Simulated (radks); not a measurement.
Problem. The mean radii <r> (bohr) of the occupied orbitals of an atom or ion are listed with their occupations. Calculated with a radial shooting solver on a logarithmic mesh with Libxc functionals: Dirac Kohn-Sham, PBE, spin-unpolarised, spherical densities, finite nucleus; Fermi nuclear charge, rms radius of each element as measured or else 0.836 A^(1/3) + 0.57 fm.

orbital  occ.     <r>
1s1/2       2  0.1995
2s1/2       2   1.084
2p1/2       1   1.109
2p3/2       2   1.110

Name the element and its charge. Open shells, if any, are shared by 2j + 1.

Solution. Z = 8, oxygen, charge +1: O+ in [He] 2s2 2p3. The 1s radius gives Z: for a bare nucleus <r> = (2 gamma + 1)/(2Z) with gamma = sqrt(1 - (Z/c)^2), 0.1873 bohr for Z = 8, and screening makes it slightly larger (0.1995 here). The occupations add up to 7, and the charge is Z minus that.
